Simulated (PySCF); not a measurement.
Species: C7H10.
Numbering: `[CH2:1]=[C:2]([CH3:3])[C@H:4]1[CH2:5][C:6]1=[CH2:7]` (hydrogens: H8, H9 on C1; H10, H11, H12 on C3; H13 on C4; H14, H15 on C5; H16, H17 on C7)

Computed geometry: GFN2-xTB, gas phase.

(1) Give the optimised bond lengths and angles.

Answers

(1) 
```json
{"bond": "C1=C2", "length (Å)": "1.326"}
{"bond": "C2–C3", "length (Å)": "1.499"}
{"bond": "C2–C4", "length (Å)": "1.481"}
{"bond": "C4–C5", "length (Å)": "1.529"}
{"bond": "C5–C6", "length (Å)": "1.459"}
{"bond": "C6=C7", "length (Å)": "1.307"}
{"bond": "C4–C6", "length (Å)": "1.474"}
{"bond": "C1–H8", "length (Å)": "1.076"}
{"bond": "C1–H9", "length (Å)": "1.077"}
{"bond": "C3–H10, C3–H11, C3–H12", "length (Å)": "1.089"}
{"bond": "C4–H13", "length (Å)": "1.085"}
{"bond": "C5–H14", "length (Å)": "1.081"}
{"bond": "C5–H15", "length (Å)": "1.080"}
{"bond": "C7–H16", "length (Å)": "1.079"}
{"bond": "C7–H17", "length (Å)": "1.078"}
```

Bonds in one row agree within 0.01 Å and their mean is given. A selection of angles:
```json
{"angle": "C2–C1–H8", "degrees": "121.8"}
{"angle": "C2–C1–H9", "degrees": "122.0"}
{"angle": "H8–C1–H9", "degrees": "116.2"}
{"angle": "C1–C2–C3", "degrees": "122.1"}
{"angle": "C1–C2–C4", "degrees": "120.8"}
{"angle": "C3–C2–C4", "degrees": "117.0"}
{"angle": "C2–C3–H10", "degrees": "110.3"}
{"angle": "C2–C3–H11", "degrees": "110.6"}
{"angle": "H10–C3–H11", "degrees": "108.0"}
{"angle": "H10–C3–H12", "degrees": "109.1"}
{"angle": "C2–C4–C5", "degrees": "121.9"}
{"angle": "C2–C4–C6", "degrees": "120.9"}
{"angle": "C2–C4–H13", "degrees": "113.2"}
{"angle": "C5–C4–C6", "degrees": "58.1"}
{"angle": "C5–C4–H13", "degrees": "115.7"}
{"angle": "C6–C4–H13", "degrees": "116.4"}
{"angle": "C4–C5–C6", "degrees": "59.1"}
{"angle": "C4–C5–H14", "degrees": "117.6"}
{"angle": "C4–C5–H15", "degrees": "118.8"}
{"angle": "C6–C5–H14", "degrees": "118.9"}
{"angle": "C6–C5–H15", "degrees": "118.8"}
{"angle": "H14–C5–H15", "degrees": "113.4"}
{"angle": "C5–C6–C7", "degrees": "149.2"}
{"angle": "C4–C6–C5", "degrees": "62.8"}
{"angle": "C4–C6–C7", "degrees": "147.9"}
{"angle": "C6–C7–H16", "degrees": "121.7"}
{"angle": "C6–C7–H17", "degrees": "121.6"}
{"angle": "H16–C7–H17", "degrees": "116.7"}
```

Dihedral angles: C1–C2–C4–C5 146° (anticlinal); C2–C4–C5–C6 109° (anticlinal); C4–C5–C6–C7 -178° (antiperiplanar); C2–C4–C6–C5 -111° (anticlinal).

The 3-membered ring C4–C5–C6 has internal angles of 58.1° to 62.8°. Of the pairs four or more bonds apart, C6···H10 is among the closest relative to their van der Waals radii: 2.67 Å, 92 % of the sum of Bondi's values. The 7 C–C bonds span 1.307 Å (C6=C7, drawn double) to 1.529 Å (C4–C5, drawn single), a spread of 0.222 Å.

Point group: C1 (no symmetry element, even within 0.4 Å). No GFN2-xTB frequencies stand behind this structure, so it isn't proved a minimum. The numbers are those of one conformer.
